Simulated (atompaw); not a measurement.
**What the settings do to the PAW (atompaw) potential of Zr**

Base potential:

Zr, PAW, made with atompaw 4.2.0.5 (PBE, scalar-relativistic). Core [Ar] 3d10, reference 4s2 4p6 4d2 5s1.5 5p0 (charge +0.5). Waves: 4s (bound); 5s (bound); 4p (bound); 5p (bound, empty); 4d (bound); 4d channel at 0.05 Ry. Local part: ultrasoft scheme with l = 3 at 0 Ry, radius 2.25 bohr. Core correction: smooth core density matched at 2.65 bohr. Augmentation charge: besselshape compensation charge, radius 2.45 bohr; PAW radius 2.65 bohr; waves and projectors: bloechl.

All-electron outer shells of the reference configuration (PBE, scalar-relativistic, ld1.x):

| shell | level (eV) | outermost node (bohr) | outermost maximum (bohr) |
| --- | --- | --- | --- |
| 3d | -177.89 | – | 0.35 |
| 4s | -57.69 | 0.55 | 1.08 |
| 4p | -35.65 | 0.56 | 1.17 |
| 5s | -7.11 | 1.46 | 3.08 |
| 4d | -6.66 | 0.58 | 1.59 |
| 5p | -3.77 | 1.69 | 3.90 |

Cutoffs, loose and tight: the cutoffs (Ry, on a coarse ladder) from which the occupation-weighted sum of valence levels, in a spherical-Bessel basis at the reference potential, stays within 10 and 1 mRy of its value at 400 Ry. They see the waves, projectors and local potential, not the compensation charge or the core. A dash means not determined.

A true bound ghost makes a file unfit for plane-wave use even where its test errors are small: the radial tests pick states by their node count and pass the ghost by.

```csv
change,outcome,"cutoff, loose","cutoff, tight",bound ghosts
base,generated,25 Ry,35 Ry,none
"local potential ultrasoft scheme with l = 3 at 0 Ry, radius 1.20 bohr","generated, no UPF (negative core plus compensation charge)",110 Ry,140 Ry,s
"local potential ultrasoft scheme with l = 3 at 0 Ry, radius 1.50 bohr","generated, no UPF (negative core plus compensation charge)",60 Ry,80 Ry,none
"local potential ultrasoft scheme with l = 3 at 0 Ry, radius 1.64 bohr","generated, no UPF (negative core plus compensation charge)",50 Ry,70 Ry,none
"local potential ultrasoft scheme with l = 3 at 0 Ry, radius 1.84 bohr",generated,35 Ry,50 Ry,none
"local potential ultrasoft scheme with l = 3 at 0 Ry, radius 2.02 bohr",generated,30 Ry,40 Ry,none
"local potential ultrasoft scheme with l = 3 at 0 Ry, radius 2.20 bohr",generated,25 Ry,35 Ry,none
"local potential ultrasoft scheme with l = 3 at 0 Ry, radius 2.40 bohr",generated,25 Ry,30 Ry,none
"local potential ultrasoft scheme with l = 3 at 0 Ry, radius 2.54 bohr",generated,25 Ry,30 Ry,none
```

Q: What comes out with this change to the base: local potential ultrasoft scheme with l = 3 at 0 Ry, radius 1.36 bohr?

A: outcome: generated, no UPF (negative core plus compensation charge); cutoff, loose: 80 Ry; cutoff, tight: 100 Ry; bound ghosts: none.

Reading the sweep of the r_vloc (base included, trends over the rows without a ghost): The loose cutoff falls from 80 Ry at 1.36 to 25 Ry at 2.54 bohr. Bound ghosts are found at 1.2 bohr.
